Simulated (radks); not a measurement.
Problem. Method: Dirac Kohn-Sham, PBE, spin-unpolarised, spherical densities, point nucleus; open shells are shared between the two j in proportion to 2j + 1; computed with a radial shooting solver on a logarithmic mesh with Libxc functionals. Each species is in its NIST ground configuration. Rank V, Cu, Cr, Zn, Ti, Fe, Co, Ni, Sc, Mn by mean radius of the outermost orbital (bohr), largest first.

Solution. Sc 3.72, Ti 3.51, Cr 3.44, V 3.35, Mn 3.09, Fe 2.99, Cu 2.94, Co 2.89, Ni 2.81, Zn 2.65.
